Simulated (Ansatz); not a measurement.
Geometry optimisation, RKS B3LYP-D4/STO-3G in Ansatz.

Input:

```yaml
crystal:
  periodic: [false, false, false]
  atoms:
    - { symbol: Cl, position_ang: [-3.1183, 1.4508, 0.6729] }
    - { symbol: Al, position_ang: [-1.2063, 0.7765, -0.0575] }
    - { symbol: C, position_ang: [0.6969, 0.5615, 0.2295] }
    - { symbol: Si, position_ang: [0.307, -1.083, -0.4606] }
    - { symbol: H, position_ang: [1.0417, 0.5104, 1.29] }
    - { symbol: H, position_ang: [1.3832, 1.1597, -0.4379] }
    - { symbol: H, position_ang: [0.7007, -1.2907, -1.8415] }
    - { symbol: H, position_ang: [0.2872, -2.1423, 0.5493] }
basis:
  gaussian: { orbitals: STO-3G }
hamiltonian:
  xc: b3lyp
  dispersion: d4
relax:
  f_tol: 0.02
  max_steps: 40
scf:
  lower_state_search: "off"
```

Launched with:

```bash
$ ansatz run input.yaml --threads 1 --pin off --max-ram 2048MiB --backend cpu --events-out ev --progress --plain --runs-dir out
```

Where does it end, and by what steps?

The forces met the threshold. Limits of this set-up: minimal basis. After 9 steps the energy has fallen by 1.237 eV; Cl1 moved furthest, 0.31 Å.

```csv
step,energy less start (eV),largest force component (eV/Å),accepted
0,0.0000,4.657,yes
1,-1.0580,1.446,yes
2,-1.1994,0.502,yes
3,-1.2174,0.137,yes
4,-1.2342,0.075,yes
5,-1.2186,0.477,no
6,-1.2363,0.027,yes
7,-1.2365,0.023,yes
8,-1.2366,0.024,yes
9,-1.2367,0.005,yes
```

```xyz
8
Properties=species:S:1:pos:R:3
Cl -2.970 1.616 0.455
Al -1.214 0.537 0.131
C 0.661 0.618 0.300
Si 0.121 -1.102 -0.455
H 1.140 0.582 1.286
H 1.258 1.265 -0.355
H 0.626 -1.335 -1.793
H 0.470 -2.238 0.376
```

Time of the run: 56 s on 1 thread of Intel(R) Xeon(R) Processor @ 2.50GHz (Skylake/Cascade Lake), on a shared host, peak memory 0.14 GiB.
